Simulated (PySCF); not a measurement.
Vertical excitations of a molecule C₃H₆FNSi from PySCF with TDDFT-ωB97X/def2-SVPD, as energy in eV (oscillator strength): 4.38 (0.000), 7.11 (0.089), 7.33 (0.001), 7.48 (0.095), 7.52 (0.020), 8.24 (0.071), 8.33 (0.008), 8.40 (0.002), 8.49 (0.004), 8.66 (0.116). Lowest triplet (TDA): 3.61 eV. Geometry: PBE-D3(BJ)/def2-SVP. Other conformers were not sampled.

Which molecule gave these data?
A) F[C@H]1CC([SiH3])=N1
B) C=C=C(N)[SiH2]F
C) F[C@H]1C[SiH2]C=N1
D) F[C@@H]1CN=C1[SiH3]

C, F[C@H]1C[SiH2]C=N1
